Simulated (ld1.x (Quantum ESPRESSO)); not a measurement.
# chlorine: excitation energies, all-electron against TM

ld1.x (Quantum ESPRESSO) 7.5 input, shortened:

```
&input
   title='Cl', zed=17., rel=0, dft='PBESOL', iswitch=3,
   config='[Ne] 3s2 3p5 3d-2'
 /
 &inputp
   pseudotype=2, tm=.true., lloc=2,
   nlcc=.true.
 /
3
3S  1  0   2.00   0.00  1.00  1.00  0.0
3P  2  1   5.00   0.00  1.50  1.50  0.0
3D  3  2  -2.00  -0.20  1.50  1.50  0.0
 &test
   configts(1)='3s2 3p5'
 /
```

Energies are relative to the spin-unpolarised reference configuration 3s2 3p5; without spin polarisation the order of configurations can differ from experiment.

```tsv
valence configuration	charge	ΔE all-electron (eV)	error AE − PS (meV)
3s2 3p4	+1	13.851	+6.1
3s2 3p2	+3	77.521	+138
3s2 3p1	+4	129.712	+352
3s2 3p4.5	+0.5	5.572	+1.1
3s2 3p5.3	-0.3	-2.133	+0.2
```

What are ΔE and the potential's error for 3s1 3p6?

ΔE = 11.934 eV all-electron; the error (AE − PS) is -1.5 meV.

What are ΔE and the potential's error for 3s2 3p3?

ΔE = 39.260 eV all-electron; the error (AE − PS) is +40 meV.
